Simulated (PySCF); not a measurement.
C2H4F2OSi, SMILES FC1(F)[SiH2]CO1. Atoms are numbered in the order given.

```xyz
10

F      0.2049    -1.4327    -1.0824
C      0.0347    -0.6353     0.0000
F      0.2049    -1.4327     1.0824
O     -1.2420    -0.0925     0.0000
C     -1.0386     1.3497     0.0000
Si     0.8610     1.1161     0.0000
H     -1.4937     1.8001    -0.8963
H     -1.4937     1.8001     0.8963
H      1.6018     1.5084    -1.2278
H      1.6018     1.5084     1.2278
```
Charge 0, spin multiplicity 1.

The structure is a stationary point at B3LYP-D3(BJ)/def2-SVP. The structure was generated by enumeration, and PubChem lists no compound with its InChIKey, so it may never have been made.

Two levels are set side by side: PBE/pcSseg-1 (PySCF) and B3LYP/pcSseg-1 (PySCF). GIAO shifts against CFCl3 (¹⁹F), H2O (¹⁷O), TMS (²⁹Si), TMS (¹H), TMS (¹³C) at the same level; non-relativistic, no solvent, atoms listed together averaged. Differences are taken from unrounded values.

| quantity | B3LYP | PBE | PBE minus B3LYP |
|---|---|---|---|
| δ(¹⁹F) of F1, F3 (ppm) | -72.8 | -80.1 | -7.3 |
| δ(¹³C) of C2 (ppm) | 140.7 | 141.2 | 0.5 |
| δ(¹⁷O) of O4 (ppm) | 174.8 | 186.0 | 11.2 |
| δ(¹³C) of C5 (ppm) | 57.3 | 56.6 | -0.7 |
| δ(²⁹Si) of Si6 (ppm) | -6.0 | -7.5 | -1.5 |
| δ(¹H) of H7, H8 (ppm) | 4.40 | 4.46 | 0.05 |
| δ(¹H) of H9, H10 (ppm) | 5.41 | 5.65 | 0.24 |

Rough cost on one machine, each run with all the roots and properties that it gave: B3LYP against PBE within a factor of 2.
